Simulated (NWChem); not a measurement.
The numbers come from NWChem runs, not from measurements. System: CH₂NO, charge 1, spin multiplicity 3, at the geometry of a parent with another charge or spin, in a state set for the comparison that need not be this species' ground state. Its SCF solution wasn't tested for a lower state. Level: UMP2/def2-TZVP, 3 core orbitals frozen.

Job file:

```
start mol
memory heap 200 mb stack 900 mb global 1100 mb
charge 1
geometry units angstroms nocenter noautoz noautosym
  N     -0.891220     0.723319    -0.040612
  C      0.362171     0.273978     0.030269
  O      0.556393    -0.965811    -0.015811
  H     -1.588234     0.012939     0.250758
  H      1.202601     1.006449    -0.021601
end
basis spherical
  * library def2-tzvp
end
scf
  uhf
  nopen 2
  maxiter 100
  thresh 1e-7
  semidirect memsize 60000000 filesize 0
  # guess.movecs holds the orbitals of an unrestricted PBE0 run
  vectors input guess.movecs output mol.movecs
end
mp2
  freeze core 3
end
task mp2 energy
```

Part of the output:

```
             Northwest Computational Chemistry Package (NWChem) 7.3.0
             --------------------------------------------------------

                                NWChem Input Module
                                -------------------

 Scaling coordinates for geometry "geometry" by  1.889725989
 (inverse scale =  0.529177249)

                             Geometry "geometry" -> ""
                             -------------------------

 Output coordinates in angstroms (scale by  1.889725989 to convert to a.u.)

  No.       Tag          Charge          X              Y              Z
 ---- ---------------- ---------- -------------- -------------- --------------
    1 N                    7.0000    -0.89122000     0.72331900    -0.04061200
    2 C                    6.0000     0.36217100     0.27397800     0.03026900
    3 O                    8.0000     0.55639300    -0.96581100    -0.01581100
    4 H                    1.0000    -1.58823400     0.01293900     0.25075800
    5 H                    1.0000     1.20260100     1.00644900    -0.02160100

 Effective nuclear repulsion energy (a.u.)      63.9917023506

            Nuclear Dipole moment (a.u.)
            ----------------------------
        X                 Y               Z
 ---------------- ---------------- ----------------
    -0.0000056692     0.0000018897    -0.0000018897


 Summary of "ao basis" -> "" (spherical)
 ------------------------------------------------------------------------------
       Tag                 Description            Shells   Functions and Types
 ---------------- ------------------------------  ------  ---------------------
 *                         def2-tzvp                  on all atoms

 Summary of "ao basis" -> "ao basis" (spherical)
 ------------------------------------------------------------------------------
       Tag                 Description            Shells   Functions and Types
 ---------------- ------------------------------  ------  ---------------------
 N                         def2-tzvp                11       31   5s3p2d1f
 C                         def2-tzvp                11       31   5s3p2d1f
 O                         def2-tzvp                11       31   5s3p2d1f
 H                         def2-tzvp                 4        6   3s1p

                                 NWChem SCF Module
                                 -----------------

  ao basis        = "ao basis"
  functions       =   105
  atoms           =     5
  alpha electrons =    12
  beta  electrons =    10
  charge          =   1.00
  wavefunction    = UHF
  use symmetry    = F
  symmetry adapt  = F

 Summary of "ao basis" -> "ao basis" (spherical)
 ------------------------------------------------------------------------------
       Tag                 Description            Shells   Functions and Types
 ---------------- ------------------------------  ------  ---------------------
 N                         def2-tzvp                11       31   5s3p2d1f
 C                         def2-tzvp                11       31   5s3p2d1f
 O                         def2-tzvp                11       31   5s3p2d1f
 H                         def2-tzvp                 4        6   3s1p

 Forming initial guess at       0.1s

 Starting SCF solution at       0.1s

 ----------------------------------------------
         Quadratically convergent UHF

 Convergence threshold     :          1.000E-07
 Maximum no. of iterations :          100
 Integral*density screening:          1.000E-09
[...]
    5 H    1     0.38   0.13  0.22  0.02  0.01

   Mulliken analysis of the beta density
   -------------------------------------

    Atom       Charge   Shell Charges
 -----------   ------   -------------------------------------------------------
    1 N    7     3.06   0.41  0.58  0.27  0.45  0.11  0.49  0.57  0.16  0.00  0.02  0.00
    2 C    6     2.89   0.43  0.56  0.28  0.29  0.03  0.62  0.55  0.06  0.02  0.06  0.01
    3 O    8     3.37   0.40  0.59  0.29  0.49  0.15  0.59  0.64  0.19  0.00  0.02  0.00
    4 H    1     0.35   0.12  0.20  0.01  0.02
    5 H    1     0.32   0.11  0.19  0.02  0.01

   Mulliken analysis of the spin density
   -------------------------------------

    Atom       Charge   Shell Charges
 -----------   ------   -------------------------------------------------------
    1 N    7     1.03   0.00 -0.00  0.03  0.04 -0.00  0.41  0.45  0.11 -0.00  0.00 -0.00
    2 C    6    -0.24  -0.00  0.00 -0.02 -0.03 -0.00 -0.09 -0.11 -0.02  0.01  0.03  0.00
    3 O    8     1.18   0.00 -0.00  0.03  0.03 -0.02  0.58  0.50  0.06 -0.00 -0.00 -0.00
    4 H    1    -0.04  -0.01 -0.03 -0.00  0.00
    5 H    1     0.06   0.02  0.04  0.01 -0.00

       Multipole analysis of the density wrt the origin
       ------------------------------------------------

     L   x y z        total         alpha         beta         nuclear
     -   - - -        -----         -----         ----         -------
     0   0 0 0      1.000000    -12.000000    -10.000000     23.000000

     1   1 0 0      0.172401      0.267103     -0.094696     -0.000006
     1   0 1 0      0.279509      0.387169     -0.107663      0.000002
     1   0 0 1      0.318485      0.133064      0.185423     -0.000002

     2   2 0 0     -6.552981    -28.643653    -23.591240     45.681913
     2   1 1 0      1.783478     15.537354     11.337316    -25.091193
     2   1 0 1     -0.923541      0.022978     -0.319862     -0.626657
     2   0 2 0    -10.515338    -31.230510    -24.237923     44.953095
     2   0 1 1      0.445401     -0.002977      0.634795     -0.186417
     2   0 0 2    -11.127340     -6.237570     -5.183985      0.294215

                   NWChem MP2 Semi-direct Energy/Gradient Module
                   ---------------------------------------------

  Basis functions       =    105
  Molecular orbitals    =    105
  Frozen core           =      3
  Frozen virtuals       =      0
  Active alpha occupied =      9
  Active beta occupied  =      7
  Active alpha virtual  =     93
  Active beta virtual   =     95
  Use MO symmetry       = F
  Use skeleton AO sym   = F

  AO/Fock/Back tols     =   1.0D-09  1.0D-09  1.0D-09

 GA uses MA = F    GA memory limited = T

 Available:
  local mem=  1.26D+08
 global mem=  1.44D+08
 local disk=  0.00D+00
  mp2_memr nvloc                    93
  nvloc new                    93
   1 passes of   9:        5242880                      64324                  15781814.
   1 passes of   9: M    126152337           G      144157150           F     120909457.

 Semi-direct pass number   1 of   1  for UHF alpha       at       22.3s
  vrange nnbf                  5539
  mp2_eaftype                    60  avail_ma_in_mb                  1099
 EAF : mp2_eaftype filesize          60    7890907.
  mp2_eaf for mointskh                     60
Node 0 wrote     37.1 Mb in      0.0 s     Agg I/O rate:  2518.0 Mb/s
 Done moints_semi at       25.8s
  mp2_eaftype                    60  avail_ma_in_mb                  1039
 EAF : mp2_eaftype filesize          60    7890907.
  mp2_eaf for kh                    60
 Done maket at       26.1s
 Done multipass loop at       26.1s

 GA uses MA = F    GA memory limited = T

 Available:
  local mem=  1.26D+08
 global mem=  1.44D+08
 local disk=  0.00D+00
  mp2_memr nvloc                    95
  nvloc new                    95
   1 passes of   7:        5242880                      55727                  12542607.
   1 passes of   7: M    126152337           G      144157150           F     120909457.

 Semi-direct pass number   1 of   1  for UHF beta        at       26.2s
  vrange nnbf                  5539
  mp2_eaftype                    47  avail_ma_in_mb                  1099
 EAF : mp2_eaftype filesize          47    6271303.
  mp2_eaf for mointskh                     47
Node 0 wrote     29.5 Mb in      0.0 s     Agg I/O rate:  2448.6 Mb/s
 Done moints_semi at       29.6s
  mp2_eaftype                    47  avail_ma_in_mb                  1052
 EAF : mp2_eaftype filesize          47    6271303.
  mp2_eaf for kh                    47
 Done maket at       29.8s
 Done multipass loop at       29.8s

          -------------------------------------------
          SCF energy                -168.006701377374
          Correlation energy          -0.480404845671
          Singlet pairs                0.000000000000
          Triplet pairs                0.000000000000
          Total MP2 energy          -168.487106223045
          -------------------------------------------

          ---------------------------------------------------
                    Spin Component Scaled (SCS) MP2
          Same spin pairs                     -0.118546687876
          Same spin scaling factor             0.333333333333
          Opposite spin pairs                 -0.361858157795
          Opposite spin scaling fact.          1.200000000000
          SCS-MP2 correlation energy          -0.473745351980
          Total SCS-MP2 energy              -168.480446729353
          ---------------------------------------------------

 -----------------------
 Performance information
 -----------------------

 Timer overhead =  2.14D-07 seconds/call

               Nr. of calls         CPU time (s)                 Wall time (s)                GFlops
             ---------------    -------------------     ------------------------------   -------------------
Name         Min   Avg   Max    Min     Avg     Max     Min     Avg     Max   Mx/calls   Min     Max     Sum
mp2: moin     2     2     2    6.9     6.9     6.9      6.9     6.9     6.9     3.5      0.0     0.0     0.0
mp2: make     2     2     2   0.47    0.47    0.47     0.47    0.47    0.47    0.24      0.0     0.0     0.0
mp2: tota     1     1     1    7.5     7.5     7.5      7.5     7.5     7.5     7.5      0.0     0.0     0.0

 The average no. of pstat calls per process was 5.00D+00
 with a timing overhead of 1.07D-06s

 Task  times  cpu:       29.8s     wall:       29.8s

 Total times  cpu:       29.8s     wall:       29.8s
```
